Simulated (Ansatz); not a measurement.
Computed with Ansatz on PBE0-D4/def2-TZVP structures; ΔE is electronic, products minus reactants. CCSD(T)/CBS adds triple-zeta CCSD(T) − MP2 to the extrapolated MP2 energy (def2 sets, frozen cores). For Ge outer-core shells are correlated without core-valence functions, which leaves a few kJ/mol of doubt a bond. Scalar relativity is left out up to krypton. Each species was taken in one conformer, which may not be the lowest.

`[OH][GeH2][SiH](O)Cl` + `N[SiH](O)Cl` → `O[Si@@H](Cl)N[Si@@H](O)Cl` + `[OH][GeH3]`  (cleavage of the Si–Ge bond)

| species | CCSD(T)/CBS(def2) energy (Eh) |
| --- | --- |
| `[OH][GeH2][SiH](O)Cl` | -2978.45072 |
| `N[SiH](O)Cl` | -881.28474 |
| `O[Si@@H](Cl)N[Si@@H](O)Cl` | -1706.06461 |
| `[OH][GeH3]` | -2153.69723 |

Q: Work out ΔE.

A: ΔE = (-1706.06461) + (-2153.69723) − (-2978.45072) − (-881.28474) = -0.02638 Eh = -69.3 kJ/mol.

Largest T1 diagnostic among the species: 0.012.

In def2-TZVPP, CCSD(T) changes the Hartree–Fock value by +13.8 kJ/mol (the triples alone add +1.4 kJ/mol) and MP2 by +10.0 kJ/mol. The D4 term adds −5.5 kJ/mol with B3LYP and −3.4 kJ/mol with PBE0; it sums over pairs of atoms, weighted by their polarisabilities, and B3LYP, whose exchange is more repulsive, gets the larger term. From PBE to PBE0 (25 % exact exchange), in def2-TZVPP and without D4, ΔE moves by −8.9 kJ/mol.

B3LYP here is the variant with VWN-RPA as its local correlation; programs differ in this.
